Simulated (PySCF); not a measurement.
The numbers are results of PBE-D3(BJ)/def2-TZVP // PBE0-D4/def2-SVP run with PySCF, not measurements. Isolated molecules, 0 K electronic values unless said otherwise. One relaxed conformer stands for a flexible species; it need not be the lowest. Excitations are Tamm–Dancoff values on a coarser integration grid. The basis has no diffuse functions, so Rydberg states are missing or too high.

Reference species (SMILES): `c1ccc2c(cc(B)s2)c1B` (neutral, multiplicity 1).

The S1 oscillator strength is 0.081. The HOMO–LUMO gap comes out as 2.45 eV. The brightest of the four lowest singlets (TDA) comes out as 3.83 eV.

Changed species: `Bc1cc(B)c2ccsc2c1`.

Question: Give the shifts of the S1 oscillator strength, HOMO–LUMO gap and brightest of the four lowest singlets (TDA).

Answer: the S1 oscillator strength stays essentially unchanged; the HOMO–LUMO gap goes up by 0.30 eV, to 2.75 eV; the brightest of the four lowest singlets (TDA) rises by 0.13 eV, to 3.96 eV.
